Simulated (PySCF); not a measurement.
# A small calculation by hand: oscillator strength and radiative lifetime

CH3Cl2OTa, SMILES [CH3][Ta](=[O])([Cl])[Cl], multiplicity 1.

Geometry: B3LYP-D3(BJ)/def2-SVP. The multiplicity is an assumed one; no other spin state was optimised. The structure was generated by enumeration; whether it is a known compound was not checked. The def2 effective core potentials stand for the cores of Ta; spin–orbit coupling is left out.

TDDFT-CAM-B3LYP/def2-SVPD run with PySCF 2.14.0 puts the first singlet state with f over 0.02 at 5.71 eV (vertical), with the transition dipole (-0.183, 0.382, 0.000) in atomic units.

Problem. Find the oscillator strength, the wavelength and the radiative lifetime that this transition would have in vacuum if emission retraced absorption.

Solution. 
|μ|² = 0.1794 au, so |μ| = 1.08 D. ΔE = 5.71/27.211 = 0.2098 hartree. f = (2/3) ΔE |μ|² = 0.025 (the program prints 0.025).
λ = 1239.84/5.71 = 217 nm; ν = 46054 cm⁻¹.
Einstein's coefficient A = 0.6670 ν² f s⁻¹ (ν in cm⁻¹) = 3.6e7 s⁻¹, so τ = 1/A = 28 ns. This state is S4; the lower singlets have f = 0.000, 0.002, 0.000. The figure is the radiative limit of this one transition; relaxation, internal conversion, crossing to triplets and a medium change what is measured.
